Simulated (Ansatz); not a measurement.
# Nudged elastic band run: CH₄F₂OTi

input.yaml

```yaml
crystal:
  periodic: [false, false, false]
  atoms:
    - { symbol: Ti, position_ang: [-0.543381, -0.552973, -0.135178] }
    - { symbol: C, position_ang: [0.792922, 0.955175, -0.474495] }
    - { symbol: O, position_ang: [-0.497016, -0.862267, 1.582844] }
    - { symbol: H, position_ang: [-0.738096, -1.321094, 2.390448] }
    - { symbol: F, position_ang: [-2.095685, 0.026982, -0.676119] }
    - { symbol: F, position_ang: [-0.008465, -1.914446, -1.08301] }
    - { symbol: H, position_ang: [0.490413, 1.845577, 0.100193] }
    - { symbol: H, position_ang: [0.803042, 1.191089, -1.551416] }
    - { symbol: H, position_ang: [1.796366, 0.631958, -0.153266] }
magnetization:
  spin_polarized: true
basis:
  gaussian: { orbitals: def2-SVP }
hamiltonian:
  xc: pbe0
  dispersion: d4
neb:
  order_check: false
  images: 9
  f_tol: 0.05
  max_iterations: 60
  final_atoms:
    - { symbol: Ti, position_ang: [-0.76673716, -0.96539375, -0.12410552] }
    - { symbol: C, position_ang: [0.73582647, 0.92712463, 0.13496249] }
    - { symbol: O, position_ang: [-1.1954908, -1.41807063, 1.33692804] }
    - { symbol: H, position_ang: [0.37347637, 0.5221302, 1.10298922] }
    - { symbol: F, position_ang: [-2.10243804, -0.221688, -1.03027017] }
    - { symbol: F, position_ang: [0.29810412, -2.14380813, -0.92142415] }
    - { symbol: H, position_ang: [1.39058227, 1.76197615, 0.40958232] }
    - { symbol: H, position_ang: [-0.08050617, 1.33843599, -0.48324491] }
    - { symbol: H, position_ang: [1.34728296, 0.19929454, -0.42541632] }
  initial_path:
    images:
      - { positions_ang: [[-0.543381, -0.552973, -0.135178], [0.792922, 0.955175, -0.474495], [-0.497016, -0.862267, 1.582844], [-0.738096, -1.321094, 2.390448], [-2.095685, 0.026982, -0.676119], [-0.008465, -1.914446, -1.08301], [0.490413, 1.845577, 0.100193], [0.803042, 1.191089, -1.551416], [1.796366, 0.631958, -0.153266]] }
      - { positions_ang: [[-0.62411206, -0.64134944, -0.13716504], [0.79684637, 0.93802786, -0.37375045], [-0.51373581, -0.87124158, 1.55043482], [-0.55472229, -1.0547673, 2.09930915], [-2.14121742, -0.00520539, -0.68236253], [-0.03286747, -1.96197891, -1.08920024], [0.50856738, 1.8434949, 0.17346811], [0.7529775, 1.12651445, -1.4509982], [1.80836379, 0.62650641, -0.08973462]] }
      - { positions_ang: [[-0.70484311, -0.72972589, -0.13915209], [0.80077073, 0.92088072, -0.2730059], [-0.53045562, -0.88021615, 1.51802564], [-0.37134857, -0.78844061, 1.8081703], [-2.18674983, -0.03739278, -0.68860606], [-0.05726994, -2.00951182, -1.09539047], [0.52672176, 1.84141279, 0.24674322], [0.702913, 1.06193991, -1.3505804], [1.82036158, 0.62105482, -0.02620324]] }
      - { positions_ang: [[-0.78557417, -0.81810233, -0.14113913], [0.8046951, 0.90373359, -0.17226134], [-0.54717542, -0.88919073, 1.48561646], [-0.18797486, -0.52211391, 1.51703145], [-2.23228225, -0.06958017, -0.69484959], [-0.08167241, -2.05704472, -1.10158071], [0.54487613, 1.83933069, 0.32001833], [0.6528485, 0.99736536, -1.25016261], [1.83235937, 0.61560323, 0.03732814]] }
      - { positions_ang: [[-0.86630522, -0.90647877, -0.14312617], [0.80861947, 0.88658645, -0.07151679], [-0.56389523, -0.8981653, 1.45320728], [-0.00460115, -0.25578722, 1.2258926], [-2.27781467, -0.10176756, -0.70109312], [-0.10607488, -2.10457763, -1.10777094], [0.56303051, 1.83724858, 0.39329344], [0.602784, 0.93279082, -1.14974481], [1.84435716, 0.61015164, 0.10085952]] }
      - { positions_ang: [[-0.94703628, -0.99485522, -0.14511321], [0.81254383, 0.86943931, 0.02922776], [-0.58061504, -0.90713988, 1.4207981], [0.17877257, 0.01053948, 0.93475375], [-2.32334708, -0.13395495, -0.70733665], [-0.13047735, -2.15211054, -1.11396118], [0.58118489, 1.83516648, 0.46656855], [0.5527195, 0.86821627, -1.04932701], [1.85635496, 0.60470005, 0.16439089]] }
      - { positions_ang: [[-0.91097645, -0.98896292, -0.14091168], [0.79720036, 0.88097637, 0.05037471], [-0.70359019, -1.00932603, 1.40402409], [0.21771333, 0.11285762, 0.96840084], [-2.27916527, -0.15150156, -0.77192336], [-0.04476106, -2.15045006, -1.07545377], [0.74306436, 1.82052841, 0.45517131], [0.42607437, 0.96226021, -0.93611059], [1.75454056, 0.52361895, 0.04642945]] }
      - { positions_ang: [[-0.87491663, -0.98307063, -0.13671014], [0.78185689, 0.89251344, 0.07152165], [-0.82656534, -1.11151218, 1.38725008], [0.25665409, 0.21517577, 1.00204794], [-2.23498346, -0.16904817, -0.83651006], [0.04095524, -2.14878957, -1.03694637], [0.90494384, 1.80589035, 0.44377406], [0.29942923, 1.05630416, -0.82289417], [1.65272616, 0.44253785, -0.07153199]] }
      - { positions_ang: [[-0.83885681, -0.97717834, -0.1325086], [0.76651341, 0.9040505, 0.0926686], [-0.9495405, -1.21369833, 1.37047607], [0.29559485, 0.31749391, 1.03569503], [-2.19080165, -0.18659478, -0.90109676], [0.12667153, -2.14712909, -0.99843896], [1.06682332, 1.79125228, 0.43237681], [0.1727841, 1.1503481, -0.70967775], [1.55091176, 0.36145675, -0.18949343]] }
      - { positions_ang: [[-0.80279699, -0.97128604, -0.12830706], [0.75116994, 0.91558757, 0.11381554], [-1.07251565, -1.31588448, 1.35370205], [0.33453561, 0.41981206, 1.06934213], [-2.14661985, -0.20414139, -0.96568347], [0.21238782, -2.14546861, -0.95993156], [1.22870279, 1.77661422, 0.42097956], [0.04613896, 1.24439204, -0.59646133], [1.44909736, 0.28037564, -0.30745488]] }
      - { positions_ang: [[-0.76673716, -0.96539375, -0.12410552], [0.73582647, 0.92712463, 0.13496249], [-1.1954908, -1.41807063, 1.33692804], [0.37347637, 0.5221302, 1.10298922], [-2.10243804, -0.221688, -1.03027017], [0.29810412, -2.14380813, -0.92142415], [1.39058227, 1.76197615, 0.40958232], [-0.08050617, 1.33843599, -0.48324491], [1.34728296, 0.19929454, -0.42541632]] }
```

Command:

```bash
$ ansatz run input.yaml --threads 4 --pin off --max-ram 5120MiB --backend cpu --events-out ev --progress --plain --runs-dir out
```

Output, in part (warnings, iteration lines, the closing report on the highest movable image, with atoms numbered from 0):

```
NEB end point (image 0): max|allowed force component| = 2.969e-3 eV/Å (the criterion of neb.relax_end_points is 1.000e-2)
NEB end point (image 10): max|allowed force component| = 3.274e-3 eV/Å (the criterion of neb.relax_end_points is 1.000e-2)
NEB iter   1: max|band force component| = 4.790e2 eV/Å  barrier→ = 73.6751 eV  barrier← = 73.3866 eV  Δτ_max = 0.2000 Å  (382 SCF iters)
NEB iter   2: max|band force component| = 1.046e2 eV/Å  barrier→ = 16.9451 eV  barrier← = 16.6566 eV  Δτ_max = 0.2000 Å  (374 SCF iters)
NEB iter   3: max|band force component| = 7.326e1 eV/Å  barrier→ = 10.1351 eV  barrier← = 9.8466 eV  Δτ_max = 0.1846 Å  (351 SCF iters)
NEB iter   4: max|band force component| = 3.430e1 eV/Å  barrier→ = 3.7356 eV  barrier← = 3.4471 eV  Δτ_max = 0.1800 Å  (332 SCF iters)
NEB iter   5: max|band force component| = 1.670e1 eV/Å  barrier→ = 1.4282 eV  barrier← = 1.1397 eV  Δτ_max = 0.1949 Å  (332 SCF iters)
NEB iter   6: max|band force component| = 6.656e0 eV/Å  barrier→ = 1.2104 eV  barrier← = 0.9219 eV  Δτ_max = 0.1074 Å  (333 SCF iters)
NEB iter   7: max|band force component| = 2.287e0 eV/Å  barrier→ = 1.3073 eV  barrier← = 1.0188 eV  Δτ_max = 0.0458 Å  (335 SCF iters)
NEB iter   8: max|band force component| = 5.341e-1 eV/Å  barrier→ = 1.2906 eV  barrier← = 1.0020 eV  CI = image 5  Δτ_max = 0.1983 Å  (316 SCF iters)
NEB iter   9: max|band force component| = 2.488e-1 eV/Å  barrier→ = 1.2983 eV  barrier← = 1.0098 eV  CI = image 5  Δτ_max = 0.1991 Å  (325 SCF iters)
NEB iter  10: max|band force component| = 4.565e-1 eV/Å  barrier→ = 1.2685 eV  barrier← = 0.9800 eV  CI = image 5  Δτ_max = 0.1003 Å  (323 SCF iters)
NEB iter  11: max|band force component| = 3.133e-1 eV/Å  barrier→ = 1.2639 eV  barrier← = 0.9754 eV  CI = image 5  Δτ_max = 0.1998 Å  (329 SCF iters)
NEB iter  12: max|band force component| = 2.001e-1 eV/Å  barrier→ = 1.2572 eV  barrier← = 0.9687 eV  CI = image 5  Δτ_max = 0.1980 Å  (324 SCF iters)
NEB iter  13: max|band force component| = 1.896e-1 eV/Å  barrier→ = 1.2542 eV  barrier← = 0.9657 eV  CI = image 5  Δτ_max = 0.0658 Å  (331 SCF iters)
NEB iter  14: max|band force component| = 1.605e-1 eV/Å  barrier→ = 1.2536 eV  barrier← = 0.9651 eV  CI = image 5  Δτ_max = 0.1922 Å  (331 SCF iters)
NEB iter  15: max|band force component| = 1.154e-1 eV/Å  barrier→ = 1.2536 eV  barrier← = 0.9651 eV  CI = image 5  Δτ_max = 0.1928 Å  (292 SCF iters)
NEB iter  16: max|band force component| = 2.627e-1 eV/Å  barrier→ = 1.2535 eV  barrier← = 0.9650 eV  CI = image 5  Δτ_max = 0.0271 Å  (286 SCF iters)
NEB iter  17: max|band force component| = 6.788e-2 eV/Å  barrier→ = 1.2535 eV  barrier← = 0.9650 eV  CI = image 5  Δτ_max = 0.0176 Å  (268 SCF iters)
NEB iter  18: max|band force component| = 1.818e-2 eV/Å  barrier→ = 1.2535 eV  barrier← = 0.9650 eV  CI = image 5  Δτ_max = 0.0000 Å  (573 SCF iters)
Total energy: -31678.72149038 eV, -1164.1715421628 hartree
Atom 0 at    -0.836926    -0.741894    -0.168625 Å, force     0.000258     0.000221     0.000660 eV/Å
Atom 1 at     0.745839     0.778986    -0.050997 Å, force    -0.000750    -0.000468    -0.000220 eV/Å
Atom 2 at    -0.333550    -1.138224     1.372446 Å, force     0.000282     0.001226     0.000118 eV/Å
Atom 3 at     0.387954    -0.180636     0.974651 Å, force    -0.000455    -0.001004    -0.000279 eV/Å
Atom 4 at    -2.425539     0.003374    -0.239054 Å, force     0.000335    -0.000094     0.000094 eV/Å
Atom 5 at    -0.460344    -1.952672    -1.383558 Å, force    -0.000003    -0.000558    -0.000951 eV/Å
Atom 6 at     0.127668     1.666997    -0.263453 Å, force     0.000417     0.000316     0.000078 eV/Å
Atom 7 at     1.310636     0.489408    -0.952659 Å, force    -0.000230    -0.000019     0.000140 eV/Å
Atom 8 at     1.484361     1.074663     0.711250 Å, force     0.000144     0.000379     0.000359 eV/Å
Dipole moment:     0.386695     0.466469    -0.133273 e Å
```

The forces met the threshold. The profile has 2 maxima (images 5, 8) with wells between them (image 7): this band takes more than one step, which may be the mechanism or a detour left from its start path. A vibrational analysis at the climbing image gives one clearly imaginary mode, 1434i cm⁻¹: a first-order saddle point. The orbitals were unrestricted but ended closed-shell.

Final band (atoms are numbered from 1 in the order of the input):

| image | path coordinate (Å) | energy (kJ/mol) | O3–H4 (Å) | C2–H4 (Å) |
| --- | --- | --- | --- | --- |
| 0 | 0.00 | 0.0 | 0.96 | 3.97 |
| 1 | 0.78 | 0.9 | 0.96 | 3.78 |
| 2 | 1.56 | 3.7 | 0.96 | 3.69 |
| 3 | 2.34 | 12.0 | 0.96 | 3.10 |
| 4 | 3.12 | 42.6 | 0.98 | 2.26 |
| 5 | 3.90 | 120.9 | 1.26 | 1.45 |
| 6 | 4.78 | 32.8 | 2.17 | 1.12 |
| 7 | 5.65 | 31.8 | 2.43 | 1.11 |
| 8 | 6.52 | 35.1 | 2.39 | 1.11 |
| 9 | 7.40 | 31.7 | 2.43 | 1.11 |
| 10 | 8.27 | 27.8 | 2.51 | 1.11 |

Run time: 14 min on 4 threads of Arm Neoverse N1, with other jobs on the host, peak memory 0.4 GiB.
